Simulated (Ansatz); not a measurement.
Consider the substitution at a C–C bond: `FCC(F)CF` + `O[SiH2][SiH3]` → `FCO[SiH2][SiH3]` + `FCCF`.

Computed with Ansatz on PBE0-D4/def2-TZVP structures; ΔE is electronic, products minus reactants. CCSD(T)/CBS is the MP2 limit (def2-TZVPP, def2-QZVPP) plus CCSD(T) − MP2 in def2-TZVPP, frozen cores. Functionals use def2-TZVPP. One conformer a species, not always the lowest.

```json
{"level": "PBE-D4", "ΔE (kJ/mol)": "21.0"}
{"level": "r2SCAN-D4", "ΔE (kJ/mol)": "23.2"}
{"level": "ωB97M-V", "ΔE (kJ/mol)": "24.6"}
{"level": "B2PLYP", "ΔE (kJ/mol)": "22.5"}
{"level": "PBE", "ΔE (kJ/mol)": "22.2"}
{"level": "HF/def2-TZVPP", "ΔE (kJ/mol)": "17.2"}
{"level": "MP2/def2-TZVPP", "ΔE (kJ/mol)": "27.3"}
{"level": "SCS-MP2/def2-QZVPP", "ΔE (kJ/mol)": "26.0"}
```

What does CCSD(T)/CBS give? (Estimate.)

Ansatz gave: +27.4 kJ/mol. The listed levels differ from it by -6.4, -4.2, -2.8, -4.9, -5.2, -10.2, -0.1, -1.4 kJ/mol.

Largest T1 diagnostic among the species: 0.013.

In def2-TZVPP, CCSD(T) changes the Hartree–Fock value by +7.6 kJ/mol (the triples alone add −0.1 kJ/mol) and MP2 by +10.1 kJ/mol.

CCSD(T)/CBS has its own doubt, a few kJ/mol and more with outer-core shells, so smaller differences from it don't rank the levels.
